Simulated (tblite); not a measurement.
C5H6AlFO2.
Bonds: C1–C2 (double), C2–C3, C3–O4 (double), O4–Al5, Al5–O6, O6–C7, C7–F8, C7–C9 (double), C3–C9. Hydrogens: H10, H11 on C1; H12 on C2; H13, H14 on Al5; H15 on C9.
Bond orders are those of one Lewis drawing.

Computed with GFN2-xTB (tblite), gas phase: L-BFGS steps from a force-field or distance-geometry start until the largest atomic force falls under 0.01 eV/Å.

The end geometry, which sets the zero of energy:
```
atom  x, y, z in Å
C1      2.6316   -0.8203    0.0679
C2      1.8837    0.2622   -0.1307
C3      0.4233    0.2211   -0.0654
O4     -0.1652   -0.8895    0.1896
Al5    -1.8783   -1.3928    0.3637
O6     -2.4067    0.3423    0.0212
C7     -1.6894    1.3294   -0.2134
F8     -2.3522    2.4828   -0.4277
C9     -0.3081    1.3926   -0.2814
H10     2.1722   -1.7711    0.2856
H11     3.7060   -0.7894    0.0199
H12     2.3253    1.2232   -0.3498
H13    -2.3143   -2.2377   -0.8461
H14    -2.2062   -1.6745    1.8406
H15     0.1739    2.3296   -0.4959
```

**Question.** These geometries come from the run, each turned onto the end geometry. Order them by energy, lowest first.
A.
```
atom  x, y, z in Å
C1      2.6851   -0.7941    0.0600
C2      1.8734    0.2411   -0.1251
C3      0.4106    0.1780   -0.0589
O4     -0.1983   -0.9211    0.1947
Al5    -1.9414   -1.3780    0.3627
O6     -2.4781    0.4240    0.0020
C7     -1.6888    1.3663   -0.2214
F8     -2.2774    2.5508   -0.4447
C9     -0.3129    1.3494   -0.2712
H10     2.3187   -1.7839    0.2850
H11     3.7576   -0.6877   -0.0043
H12     2.3051    1.2086   -0.3455
H13    -2.3704   -2.2789   -0.7847
H14    -2.2617   -1.7357    1.8093
H15     0.1742    2.2692   -0.4797
```
B.
```
atom  x, y, z in Å
C1      2.6655   -0.8068    0.0639
C2      1.8707    0.2425   -0.1259
C3      0.4116    0.1850   -0.0582
O4     -0.1891   -0.9188    0.1951
Al5    -1.9164   -1.3881    0.3634
O6     -2.4057    0.3584    0.0159
C7     -1.6787    1.3388   -0.2156
F8     -2.3320    2.4990   -0.4323
C9     -0.2969    1.3730   -0.2767
H10     2.2714   -1.7843    0.2855
H11     3.7344   -0.7085    0.0021
H12     2.2778    1.2189   -0.3476
H13    -2.3664   -2.2343   -0.8432
H14    -2.2535   -1.6690    1.8405
H15     0.2031    2.3021   -0.4888
```
C.
```
atom  x, y, z in Å
C1      2.6811   -0.8015    0.0626
C2      1.8702    0.2376   -0.1250
C3      0.4064    0.1832   -0.0570
O4     -0.2228   -0.9070    0.1925
Al5    -1.9369   -1.3790    0.3635
O6     -2.4437    0.3809    0.0110
C7     -1.6856    1.3372   -0.2162
F8     -2.2819    2.5293   -0.4400
C9     -0.3006    1.3671   -0.2759
H10     2.3057   -1.7842    0.2846
H11     3.7490   -0.6903   -0.0031
H12     2.2822    1.2142   -0.3464
H13    -2.3702   -2.2665   -0.8137
H14    -2.2587   -1.7115    1.8281
H15     0.2015    2.2985   -0.4871
```
D.
```
atom  x, y, z in Å
C1      2.6582   -0.8074    0.0644
C2      1.8758    0.2510   -0.1286
C3      0.4174    0.1965   -0.0601
O4     -0.1721   -0.9134    0.1934
Al5    -1.8995   -1.3888    0.3628
O6     -2.4131    0.3435    0.0203
C7     -1.6868    1.3248   -0.2127
F8     -2.3383    2.4831   -0.4286
C9     -0.3057    1.3725   -0.2762
H10     2.2422   -1.7770    0.2846
H11     3.7307   -0.7322    0.0074
H12     2.2951    1.2208   -0.3485
H13    -2.3584   -2.2145   -0.8484
H14    -2.2466   -1.6491    1.8366
H15     0.1967    2.2982   -0.4884
```
E.
```
atom  x, y, z in Å
C1      2.7017   -0.8026    0.0611
C2      1.8931    0.2314   -0.1302
C3      0.4181    0.1449   -0.0471
O4     -0.0989   -0.9945    0.2037
Al5    -1.9256   -1.3202    0.3541
O6     -2.5283    0.4204    0.0043
C7     -1.7612    1.4120   -0.2319
F8     -2.2836    2.6488   -0.4634
C9     -0.3489    1.3478   -0.2695
H10     2.3185   -1.7891    0.2875
H11     3.7765   -0.6748   -0.0077
H12     2.3312    1.2009   -0.3421
H13    -2.3852   -2.3194   -0.7749
H14    -2.2762   -1.7771    1.8156
H15     0.1644    2.2795   -0.4814
```

**Answer.** D (0.005 eV), B (0.010 eV), C (0.030 eV), A (0.077 eV), E (0.388 eV).

In the order of the answer:

| step | E above end (eV) | largest force (eV/Å) | rms force component (eV/Å) | rms distance from end (Å) | rms bond change (Å) | bond most changed (Å) |
| --- | --- | --- | --- | --- | --- | --- |
| 20 | 0.005 | 0.07 | 0.021 | 0.036 | 0.003 | Al5–O6 -0.007 |
| 15 | 0.010 | 0.11 | 0.037 | 0.048 | 0.002 | O4–Al5 +0.004 |
| 8 | 0.030 | 0.32 | 0.088 | 0.067 | 0.006 | Al5–O6 +0.019 |
| 5 | 0.077 | 0.70 | 0.188 | 0.080 | 0.020 | Al5–O6 +0.069 |
| 1 | 0.388 | 1.69 | 0.499 | 0.111 | 0.029 | O4–Al5 +0.068 |

The cost below is that of the whole relaxation. On an Arm Neoverse N1 with one thread, shared host with 64 logical CPUs at a one-minute load of 50, this took 0.44 s wall.
